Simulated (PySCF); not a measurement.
A PySCF script (with the pyscf-properties extension) for the NMR shieldings of `CC(=S)C[C@H]1OCC(=O)[SiH2]1`, C$_{6}$H$_{10}$O$_{2}$SSi, on a GFN2-xTB geometry:

```python
import basis_set_exchange as bse
import numpy as np
from pyscf import gto, dft
from pyscf.prop import nmr

atoms = """
C     2.470634    0.878207   -0.240292
C     2.090416   -0.555619   -0.292368
S     3.131852   -1.741448    0.102336
C     0.673868   -0.874717   -0.636199
C    -0.223926   -0.689029    0.612269
O    -0.340921    0.672469    1.012429
C    -1.275999    1.402706    0.260033
C    -2.512519    0.569258   -0.030793
O    -3.539047    1.024569   -0.462983
Si   -2.043095   -1.262414    0.354188
H     3.509007    0.994400    0.057686
H     1.824377    1.386308    0.479244
H     2.317265    1.350817   -1.211488
H     0.311060   -0.229330   -1.439270
H     0.597250   -1.916374   -0.949048
H     0.270733   -1.178205    1.455837
H    -1.527392    2.296009    0.836161
H    -0.857388    1.725489   -0.706950
H    -2.651124   -1.713614    1.598970
H    -2.230199   -2.128802   -0.802798
"""
names = dict.fromkeys(["C", "S", "O", "Si", "H"], "pcSseg-1")
basis = {el: gto.basis.parse(bse.get_basis(n, elements=[el], fmt="nwchem")) for el, n in names.items()}
mol = gto.M(atom=atoms, basis=basis, charge=0, verbose=0)
mf = dft.RKS(mol, xc="PBE0")
mf.grids.level = 2
mf.grids.alignment = dft.numint.BLKSIZE   # the property module wants whole blocks of grid points
mf.conv_tol = 1e-9
mf.kernel()

calc = nmr.RKS(mf)   # GIAO
C = mf.mo_coeff
Co = C[:, mf.mo_occ > 0]
resp = mf.gen_response(singlet=True, hermi=2)
def vind(x):   # induced exchange potential for any number of trial vectors
    d = np.einsum("pi,xij,qj->xpq", C, 2 * x.reshape(-1, C.shape[1], Co.shape[1]), Co, optimize=True)
    return np.einsum("xpq,pi,qj->xij", resp(d - d.transpose(0, 2, 1)), C, Co, optimize=True).ravel()
mo1, _ = nmr.rhf.solve_mo1(calc, with_cphf=vind)
sigma = calc.kernel(mo1)
for i, s in enumerate(sigma):   # ppm
    w = np.linalg.eigvalsh((s + s.T) / 2)
    print("%2d %-2s iso %8.1f  s11 %8.1f  s22 %8.1f  s33 %8.1f" % (i, mol.atom_pure_symbol(i), w.mean(), *w))
```

**Question.** Give the expected output.

**Answer.** 
```
 0 C  iso    140.6  s11    114.6  s22    125.3  s33    181.9
 1 C  iso    -91.1  s11   -268.0  s22   -151.9  s33    146.8
 2 S  iso   -453.9  s11  -1531.8  s22   -356.4  s33    526.6
 3 C  iso    130.1  s11     99.8  s22    124.4  s33    166.1
 4 C  iso    107.5  s11     72.7  s22     96.5  s33    153.3
 5 O  iso    291.2  s11    245.7  s22    290.7  s33    337.3
 6 C  iso    108.6  s11     92.9  s22    102.1  s33    130.8
 7 C  iso    -69.1  s11   -164.5  s22   -102.0  s33     59.3
 8 O  iso   -530.3  s11  -1512.4  s22   -479.6  s33    400.9
 9 Si iso    422.2  s11    361.3  s22    425.2  s33    480.0
10 H  iso     28.4  s11     24.7  s22     28.1  s33     32.3
11 H  iso     27.9  s11     23.7  s22     28.6  s33     31.2
12 H  iso     28.8  s11     25.4  s22     28.3  s33     32.8
13 H  iso     28.0  s11     27.0  s22     27.7  s33     29.2
14 H  iso     28.8  s11     24.1  s22     29.6  s33     32.7
15 H  iso     27.1  s11     24.2  s22     26.4  s33     30.7
16 H  iso     27.7  s11     23.7  s22     26.5  s33     32.9
17 H  iso     27.7  s11     23.4  s22     27.2  s33     32.4
18 H  iso     27.4  s11     24.1  s22     24.8  s33     33.3
19 H  iso     28.0  s11     24.5  s22     26.3  s33     33.1
```

These numbers come from an equivalent density-fitted implementation of the same equations, which agrees with the script to about 0.01 ppm for H and up to a few tenths of a ppm for heavy atoms, so last digits may differ.

**Question.** Turn these shieldings into chemical shifts. Chemical shifts δ = σref − σ; TMS for 13C (σ = 186.93 ppm), 29Si (σ = 349.16 ppm), 1H (σ = 31.72 ppm); 33S (σ = 503.73 ppm) against CS2; 17O (σ = 336.08 ppm) vs H2O, all at this level.

**Answer.** Averaging equivalent atoms: C 1: 278.0; C 7: 256.0; C 4: 79.4; C 6: 78.3; C 3: 56.8; C 0: 46.3; S 2: 958; O 8: 866.4; O 5: 44.9; Si 9: -73.0; H 15: 4.63; H 18: 4.28; H 17: 4.03; H 16: 4.01; H 19: 3.76; H 13: 3.74; H 10/11/12: 3.37; H 14: 2.91 ppm. Unscaled 17O shifts of doubly bonded oxygen tend to come out too high, by tens of ppm or more. Experimental scales use liquid or dissolved standards, which lie at an offset from isolated H2O (liquid H2O: subtract about 36 ppm).

Size and cost of the density-fitted run: 234 basis functions, 2.3 min wall time on 1 thread of an Arm Neoverse N1, shared host; peak memory 1.1 GiB.
